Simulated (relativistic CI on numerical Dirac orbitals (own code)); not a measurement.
# Ho4+ (4f9) in a crystal field

Calculated by Dirac-Coulomb-Breit CI, separate exchange-only KLI orbitals for each configuration, model QED (radiative potential, 1s self-energy scaled to tabulated hydrogen-like ionisation energies), valence Slater integrals scaled by 0.85, one configuration in a parametric crystal field (own radial code).

Field parameters in Wybourne normalisation; cubic f-shell fields have B⁴₄ = √(5/14) B⁴₀ and B⁶₄ = −√(7/2) B⁶₀. The field is a parameter set, without covalency.

S is read from ⟨S²⟩ = S(S + 1).

Powder χT (cm³ K mol⁻¹) by Van Vleck's formula, with temperature-independent terms:

| Field | 2 K | 5 K | 10 K | 20 K | 50 K | 100 K | 200 K | 300 K |
| --- | --- | --- | --- | --- | --- | --- | --- | --- |
| D3h, B20 = 440, B40 = 70, B60 = -950, B66 = -110 cm⁻¹ | 12.3 | 12.4 | 12.4 | 12.5 | 12.9 | 13.4 | 13.8 | 13.9 |
| Oh, B40 = -2600, B60 = -770 cm⁻¹ | 9.49 | 9.64 | 9.88 | 10.4 | 11.6 | 12.6 | 13.2 | 13.5 |

Question: For Oh, B40 = -2600, B60 = -770 cm⁻¹: what effective moment follows at 300 K?

Answer: μ_eff = √(8χT) = 10.39 μB. The LS value g√(J(J + 1)) of the free ion's 6H°_15/2 level is 10.65 μB.
